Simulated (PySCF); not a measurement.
Compound: C6H7O (doublet state).
Cartesian coordinates in Å at the GFN2-xTB level; atoms count from 1:
```xyz
14
C6H7O angstrom
C     -2.3311   -0.1220   -0.4443
C     -1.2502    0.0163    0.5633
C      0.0867    0.0289    0.2560
C      1.2125    0.1517    1.0973
C      2.3357    0.1045    0.2689
C      1.8699   -0.0413   -1.0113
O      0.5244   -0.0885   -1.0384
H     -2.9975    0.7425   -0.4123
H     -2.9402   -1.0037   -0.2347
H     -1.9126   -0.2098   -1.4428
H     -1.5270    0.1134    1.6004
H      1.1862    0.2594    2.1619
H      3.3635    0.1683    0.5655
H      2.3791   -0.1201   -1.9514
```

The hyperfine couplings belong to this conformer and change with its torsions.

The species is `C[CH]C1=CC=CO1` [radical].

Computed with PySCF 2.14.0, UKS B3LYP, pcH-1 on C H O, non-relativistic, mean-field spin-orbit, GIAO. Geometry: GFN2-xTB, one conformer, isolated molecule. The geometry wasn't refined by DFT: couplings that depend on bond lengths, twists or pyramidal angles can differ widely from those at the functional's own minimum. The SCF solution wasn't tested for stability. ⟨S²⟩ is 0.776 where a pure state has 0.75.

Task: Give the principal g shifts and their parts.

Result: 
| Δg (ppm) | 1 | 2 | 3 |
| --- | --- | --- | --- |
| relativistic mass correction | -158 | -158 | -158 |
| gauge correction | -4 | 36 | 28 |
| orbital Zeeman/spin–orbit | -6 | 594 | 1169 |
| total | -169 | 472 | 1039 |

So g = 2.00215, 2.00279, 2.00336 and g_iso = 2.00277; the tensor is rhombic: the two nearest values differ by 47 % of g3 − g1. Axes: g2 points within 13° of the C6–O7 bond and g3 points within 2° of the C2–H11 bond.

Task: What effective moment and Curie constant follow for a powder?

Result: With the mean of g² = 4.0111 and S(S+1) = 0.75: μ_eff = √(⟨g²⟩S(S+1)) = 1.734 μB and χT = 0.12505·⟨g²⟩·S(S+1) = 0.376 cm³ K/mol (cgs; spin-Hamiltonian part alone).

Task: At 33.906 GHz, how far is the centre of the isotropic spectrum from where a free electron (g = 2.002319) resonates?

Result: B = hν/(g μB) with μB/h = 13.99624 MHz/mT gives 1209.85 mT for the free electron and 1209.58 mT at g_iso, 0.27 mT lower.

Task: In a frozen sample, at which fields do the three g values resonate at 9.5, 34, 94 and 263 GHz (hyperfine left aside), and which band first spreads them over more than twice a line width of 0.3 mT?

Result: 
| band | GHz | B(g3) mT | B(g2) mT | B(g1) mT | spread mT |
| --- | --- | --- | --- | --- | --- |
| X | 9.5 | 338.81 | 338.90 | 339.01 | 0.20 |
| Q | 34.0 | 1212.58 | 1212.92 | 1213.31 | 0.73 |
| W | 94.0 | 3352.41 | 3353.36 | 3354.44 | 2.02 |
| J | 263.0 | 9379.63 | 9382.28 | 9385.29 | 5.66 |

The spread grows in proportion to the frequency. Q band is the first where it exceeds 0.6 mT.

The Mulliken spin populations are largest on C2 (+0.63), C4 (+0.39), C6 (+0.33) and C3 (-0.20). Three atoms exceed +0.15. The positive populations add up to 1.45 and the negative ones to -0.45, together 2S = 1. The angles at C2 add up to 360.0°, so it is planar; its axial dipolar tensor and the negative coupling of its proton fit spin in a p orbital normal to that plane.

The HOMO–LUMO gaps are 5.19 eV among the α and 4.97 eV among the β orbitals.
